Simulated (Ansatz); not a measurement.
Geometry optimisation, Ansatz 0.2.0, RKS PBE0-D4/def2-SVP.

The input (input.yaml):

```yaml
crystal:
  periodic: [false, false, false]
  atoms:
    - { symbol: W, position_ang: [-0.17146, -0.091305, -0.4713] }
    - { symbol: H, position_ang: [0.797504, -0.021339, 2.278005] }
    - { symbol: H, position_ang: [1.395185, 0.234853, 1.966173] }
    - { symbol: H, position_ang: [0.909616, 1.216872, -0.649005] }
    - { symbol: H, position_ang: [-1.586414, 0.297036, 0.382093] }
    - { symbol: Cl, position_ang: [0.499604, -2.203545, -0.651472] }
    - { symbol: H, position_ang: [-0.944335, -0.102571, -1.954794] }
basis:
  gaussian: { orbitals: def2-SVP }
hamiltonian:
  xc: pbe0
  dispersion: d4
relax:
  f_tol: 0.03
  max_steps: 50
```

Launched with:

```bash
$ ansatz run input.yaml --threads 1 --pin off --max-ram 2048MiB --backend cpu --events-out ev --progress --plain --runs-dir out
```

Task: Where does it end, and by what steps?

Result: The run converged. The force dipped under the threshold on the way, but the program's further checks kept it going. After 12 steps the energy has fallen by 2.274 eV; H7 moved furthest, 1.17 Å. Parted: H2–H3 (0.72 → 1.79 Å). Joined: W1–H2 (2.92 → 1.67 Å), W1–H3 (2.92 → 1.67 Å).

```tsv
step	energy less start (eV)	largest force component (eV/Å)	accepted
0	0.0000	1.571	yes
1	-0.1418	0.427	yes
2	-0.3442	0.913	yes
3	-0.6891	1.145	yes
4	-1.1000	1.428	yes
5	-1.4610	1.081	yes
6	-1.7865	1.000	yes
7	-2.1048	0.771	yes
8	-2.2533	0.701	yes
9	-2.2726	0.174	yes
10	-2.2738	0.007	yes
11	-2.2703	0.177	no
12	-2.2738	0.001	yes
```

```xyz
7
Properties=species:S:1:pos:R:3
W 0.167 -0.267 0.080
H -0.168 -0.054 1.707
H 1.363 0.497 0.969
H 1.037 0.905 -0.740
H -1.441 0.015 0.454
Cl 0.637 -2.373 -0.512
H -0.696 0.607 -1.058
```

The run took 47 s on 1 thread of Arm Neoverse V2, with other jobs on the host, peak memory 0.14 GiB.
